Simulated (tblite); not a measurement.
C₄H₁₀O₂SSi₃.
Numbering: `[OH:1][c:2]1[cH:3][cH:4][s:5][c:6]1[SiH2:7][SiH2:8][O:9][SiH3:10]` (hydrogens: H11 on O1; H12 on C3; H13 on C4; H14, H15 on Si7; H16, H17 on Si8; H18, H19, H20 on Si10)

Cartesian coordinates in Å at the GFN2-xTB level; atoms count from 1:
```
atom  x, y, z in Å
O1    -1.326    0.560   -1.634
C2    -2.116   -0.113   -0.743
C3    -3.520   -0.255   -0.865
C4    -4.046   -0.973    0.162
S5    -2.841   -1.475    1.275
C6    -1.583   -0.714    0.363
Si7    0.227   -0.732    0.861
Si8    1.357    0.514   -0.710
O9     2.911    0.467   -0.211
Si10   4.374    0.784    0.382
H11   -1.873    0.918   -2.341
H12   -4.098    0.159   -1.674
H13   -5.071   -1.235    0.331
H14    0.596   -2.158    0.967
H15    0.257   -0.242    2.254
H16    1.432   -0.023   -2.073
H17    1.025    1.942   -0.787
H18    5.305   -0.032   -0.393
H19    4.345    0.406    1.795
H20    4.640    2.212    0.219
```

Method: GFN2-xTB as coded in tblite; computed harmonic values from a numerical Hessian at the method's own geometry, unscaled. This tight-binding method is rough: wavenumbers can miss measured ones by several per cent, in bad cases by 10 to 20. Modes of hydrogen on silicon can be 10 to 20 % off. One conformer, not necessarily the lowest. The optimisation stopped once no atom felt more than 0.01 eV/Å.

Lowest wavenumbers of the output (negative numbers stand for imaginary wavenumbers):
```
mode    cm-1
  1     -25.2
  2     -22.4
  3      15.4
  4      34.9
  5      73.8
  6      96.4
  7     123.0
  8     134.8
```

Task: Is this structure a minimum?

Result: Not by this Hessian. 2 modes are imaginary beyond 20i (25i and 22i cm⁻¹), so at this level the point lies at or near a saddle of order 2. The curvature is small, so loose convergence or finite differences may be the whole cause.

Task: Which atoms move in the imaginary modes?

Result: 25i: H20 (Si–H hydrogen) 29 %, H19 (Si–H hydrogen) 21 %, Si10 (oxygen-bound silicon) 17 %, H18 (Si–H hydrogen) 12 %; 22i: H18 (Si–H hydrogen) 24 %, Si10 (oxygen-bound silicon) 22 %, H19 (Si–H hydrogen) 20 %, O9 (siloxane oxygen) 17 %. These are shares of the mass-weighted motion.

Task: What is the remedy?

Result: Step along such a mode in both directions, optimise again with tighter thresholds and repeat the frequencies. The zero-point energy of this point (75.1 kcal/mol) counts the 52 real modes alone, and thermal corrections from it aren't those of a minimum.

Hardware: one thread of an Arm Neoverse N1, no GPU, shared host. Cost: 2.4 s wall. The figure is for the frequency step alone.
